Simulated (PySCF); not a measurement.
**Electron correlation in F+ (fluorine, charge +1)**

[He] 2s2 2p4, high-spin 3P determinant. Calculation: PySCF 2.14, in def2-SVP (3s2p1d, 14 functions); the non-relativistic Hamiltonian (point nucleus). Frozen: 1s2; 6 electrons correlated.

MP2 pair energies summed by pair of shells (mhartree):

| pair | energy | share (%) |
| --- | --- | --- |
| 2p-2p | -45.51 | 48.0 |
| 2s-2p | -42.32 | 44.7 |
| 2s-2s | -6.90 | 7.3 |

Total MP2 correlation energy: -94.73 mhartree.

Same-spin part -23.40 and opposite-spin part -71.33 mhartree; SCS-MP2 scales them by 1/3 and 6/5 to -93.40 mhartree.

| level | correlation energy (mhartree) |
| --- | --- |
| CCSD | -109.06 |
| (T) | -0.82 |
| CCSD(T) | -109.88 |

Diagnostics: T1 = 0.0041, D1 = 0.0069, largest double amplitude 0.042.

Cost of the coupled-cluster step: 0.09 s of wall time on 1 thread of Neoverse-V1 (shared host), for 6 correlated electrons.

Iterations:

```
CC2 = 0
CCSD nocc = (np.int64(4), np.int64(2)), nmo = (13, 13)
frozen orbitals [[0], [0]]
max_cycle = 100
direct = 0
conv_tol = 1e-08
conv_tol_normt = 1e-06
diis_space = 8
diis_start_cycle = 0
Init t2, MP2 energy = -0.094732555385504
Init E_corr(UCCSD) = -0.0947325554130417
cycle = 1  E_corr(UCCSD) = -0.106138866436775  dE = -0.011406311  norm(t1,t2) = 0.0220526
cycle = 2  E_corr(UCCSD) = -0.108274478540003  dE = -0.0021356121  norm(t1,t2) = 0.00624449
cycle = 3  E_corr(UCCSD) = -0.109083689714855  dE = -0.000809211175  norm(t1,t2) = 0.00255164
cycle = 4  E_corr(UCCSD) = -0.109060505818985  dE = 2.31838959e-05  norm(t1,t2) = 0.000623908
cycle = 5  E_corr(UCCSD) = -0.109064442944128  dE = -3.93712514e-06  norm(t1,t2) = 9.18983e-05
cycle = 6  E_corr(UCCSD) = -0.109064151399433  dE = 2.91544695e-07  norm(t1,t2) = 1.41877e-05
cycle = 7  E_corr(UCCSD) = -0.109064313713334  dE = -1.62313901e-07  norm(t1,t2) = 1.89234e-06
cycle = 8  E_corr(UCCSD) = -0.109064286543398  dE = 2.71699367e-08  norm(t1,t2) = 2.99602e-07
cycle = 9  E_corr(UCCSD) = -0.109064286213017  dE = 3.30380917e-10  norm(t1,t2) = 4.22794e-08
UCCSD converged
E(UCCSD) = -98.81351331054138  E_corr = -0.1090642862130166
UCCSD(T) correction = -0.000823299289865612
```
